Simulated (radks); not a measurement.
Initial-state core-level shifts of neutral titanium when its valence configuration changes from [Ar] 3d2 4s2. Method: scalar-relativistic Kohn-Sham, r2SCAN, spin-unpolarised, spherical densities, finite nucleus; meta-GGA in the generalised Kohn-Sham scheme; Fermi nuclear charge, rms radius 3.5921 fm; computed with a radial shooting solver on a logarithmic mesh with Libxc functionals. Shifts are changes of the shell-averaged eigenvalues in eV (positive: less bound); the change of the density at the nucleus, which sets a Mossbauer isomer shift, is in e/bohr^3, on a base of 8536.

| valence | 1s | 2p | 3s | 3p | density at nucleus |
|---|---|---|---|---|---|
| 3d3 4s1 | +3.211 | +3.737 | +3.329 | +3.157 | -4.4870 |
| 3d1 4s2 4p1 | -6.575 | -7.366 | -6.349 | -6.074 | +3.2176 |
| 3d3 4p1 | +2.033 | +2.669 | +2.171 | +1.981 | -7.2486 |
| 3d2 4p2 | -2.696 | -2.571 | -2.636 | -2.633 | -6.3689 |
| 3d1.5 4s1.5 4p1 | -3.788 | -4.117 | -3.713 | -3.584 | -0.2865 |
| 3d2 4s1 4p1 | -1.395 | -1.331 | -1.367 | -1.367 | -3.1487 |
| 3d4 | +4.512 | +5.354 | +4.818 | +4.551 | -7.4856 |
| 3d2 4s1.5 4p0.5 | -0.714 | -0.682 | -0.701 | -0.701 | -1.5779 |
| 3d2.5 4s1.5 | +1.880 | +2.182 | +1.917 | +1.818 | -2.5361 |
